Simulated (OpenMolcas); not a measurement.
Computed levels of 4s² 4p² in ions with 32 electrons, in cm-1 above ³P₀.

* Program: OpenMolcas 26.06
* Method: SS-RASPT2, IPEA 0.25 Eh, imaginary shift 0.1 Eh
* Basis: ANO-RCC-VQZP
* Scalar Hamiltonian: DKH2, point nucleus
* Spin-orbit coupling: RASSI with atomic mean-field integrals over the reference wave functions, term energies averaged over their components

Active space for each ion: 4 electrons in 9 orbitals (RAS2 4s 4p; RAS3 4d, at most 2 electrons); closed shells correlated by CASPT2: 3d.

| Level | As+ | Br3+ | Kr4+ |
| --- | --- | --- | --- |
| ³P₁ | 938 | 2250 | 3230 |
| ³P₂ | 2280 | 4980 | 6780 |
| ¹D₂ | 9940 | 15870 | 19110 |
| ¹S₀ | 22610 | 33570 | 38990 |

**Question.** Estimate ³P₂, ¹D₂, ¹S₀ for Se2+ from its neighbours As+ and Br3+.

**Answer.** ³P₂ is fine structure, which grows about as the fourth power of a screened charge, so the fourth roots are averaged: ((2280^0.25 + 4980^0.25) / 2)^4 = 3434. The calculation gives 3490, so the estimate is off by -1.6 %; the measured value is 3937 (Moore, Atomic Energy Levels, vol. II, NSRDS-NBS 35 (1971 reprint of NBS Circular 467, 1952)).
¹D₂ is another term, which grows about linearly with the charge: (9940 + 15870) / 2 = 12905. The calculation gives 12920, so the estimate is off by -0.1 %; the measured value is 13032 (Moore, Atomic Energy Levels, vol. II, NSRDS-NBS 35 (1971 reprint of NBS Circular 467, 1952)).
¹S₀ is another term, which grows about linearly with the charge: (22610 + 33570) / 2 = 28090. The calculation gives 28160, so the estimate is off by -0.2 %.

CASPT2 does not keep the components of a term degenerate, so their means are used; among the terms shown or strongly mixed into the levels shown the widest spread is 15 cm-1 (4s² 4p² ¹D, As+). Over all roots computed the reference weight is 0.92 to 0.98 in As+; the roots of lowest weight are the least certain, and an intruder state may touch them. The run also gave levels led by 4s 4p² 4d, 4s² 4p 4d, which use shells meant for correlation; these and all levels above them are left out (holds for As+; Se2+). Active for correlation alone: 4d; no level in the range computed is led by a configuration that fills it, so any true level of that kind is missing (holds for Br3+; Kr4+). Computed and measured levels are paired by configuration, term and J; levels that our copy of the source lacks, or whose pairing is in doubt (as where it misses far off the trend of its configuration), stay unpaired and out of the deviations. Levels of configurations outside the active space are missing.
